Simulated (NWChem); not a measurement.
System: C$_{3}$H$_{4}$BNO; SMILES OB1C=CC=N1

Input file for NWChem:

```
start job
memory heap 200 mb stack 900 mb global 1100 mb
geometry units angstroms noautoz
  O      0.117655    -2.098710     0.000000
  B      0.053964    -0.752673     0.000000
  C      1.266594     0.271686     0.000000
  C      0.651816     1.466477     0.000000
  C     -0.847144     1.235229     0.000000
  N     -1.234213     0.011708     0.000000
  H     -0.780201    -2.471467     0.000000
  H      2.341211     0.126692     0.000000
  H      1.099327     2.457782     0.000000
  H     -1.555747     2.070540     0.000000
end
basis spherical
  * library def2-svp
end
dft
  xc xpbe96 cpbe96
  iterations 150
  mulliken
end
task dft energy
```

The geometry was optimised at B3LYP/6-31G* (spherical d).

Task: Give the results of this calculation. (PBE/def2-SVP.) Quantities: energy (Ha); highest occupied level (eV); orbital gap (eV); dipole (D).

Result: 
```
Property                       Value
---------------------------  -------
energy (Ha)                  -271.05
highest occupied level (eV)    -5.76
orbital gap (eV)                2.41
dipole (D)                      0.61
```
